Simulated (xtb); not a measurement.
xtb input (GFN2-xTB):

```bash
xtb mol.xyz --gfn 2 --ohess tight --chrg -1 --uhf 0
```
mol.xyz:
```
9

C     -1.70634540     0.34650502    -0.03343490
C     -0.48498985     0.44580484     0.53281130
C      0.64354386    -0.47010810     0.21634968
C      1.84820280     0.37646323    -0.16081177
N      2.72808039     1.03797863    -0.50971402
H     -2.54524388     0.98335703     0.18244806
H     -1.90741242    -0.42738779    -0.84275173
H      0.41487863    -1.20726087    -0.55239313
H      0.93534428    -0.99479105     1.14944359
```

End of the output:

```
       1     74.91    -1.19856 ( 83.44%)    -0.93620 ( 16.56%)    -1.15511
       2    159.49    -0.76203 ( 99.04%)    -0.71265 (  0.96%)    -0.76156
   ------------------------------------------------------------------------

   temp. (K)  partition function   enthalpy   heat capacity  entropy
                                   cal/mol     cal/K/mol   cal/K/mol   J/K/mol
 298.15  VIB   11.4                 1760.570     12.155     10.590
         ROT  0.733E+05              888.752      2.981     25.244
         INT  0.834E+06             2649.322     15.136     35.834
         TR   0.520E+27             1481.254      4.968     38.466
         TOT                        4130.5761    20.1044    74.2999   310.8706

       T/K    H(0)-H(T)+PV         H(T)/Eh          T*S/Eh         G(T)/Eh
   ------------------------------------------------------------------------
Note: The following floating-point exceptions are signalling: IEEE_UNDERFLOW_FLAG IEEE_DENORMAL
normal termination of xtb
    298.15    0.658249E-02    0.679611E-01    0.353023E-01    0.326589E-01
   ------------------------------------------------------------------------

         :::::::::::::::::::::::::::::::::::::::::::::::::::::
         ::                  THERMODYNAMIC                  ::
         :::::::::::::::::::::::::::::::::::::::::::::::::::::
         :: total free energy         -13.531995811684 Eh   ::
         ::.................................................::
         :: total energy              -13.564654686168 Eh   ::
         :: zero point energy           0.061378644753 Eh   ::
         :: G(RRHO) w/o ZPVE           -0.028719770269 Eh   ::
         :: G(RRHO) contrib.            0.032658874484 Eh   ::
         :::::::::::::::::::::::::::::::::::::::::::::::::::::

optimized geometry written to: xtbopt.xyz

           -------------------------------------------------
          | TOTAL ENERGY              -13.564654686168 Eh   |
          | TOTAL ENTHALPY            -13.496693549394 Eh   |
          | TOTAL FREE ENERGY         -13.531995811684 Eh   |
          | GRADIENT NORM               0.000418232472 Eh/α |
          | HOMO-LUMO GAP               2.321263625329 eV   |
           -------------------------------------------------

------------------------------------------------------------------------
------------------------------------------------------------------------
 total:
 SCF:
 ANC optimizer:
 analytical hessian:
```

It need not be the lowest isomer of its formula. Whether it binds its extra electron was not tested at this geometry.
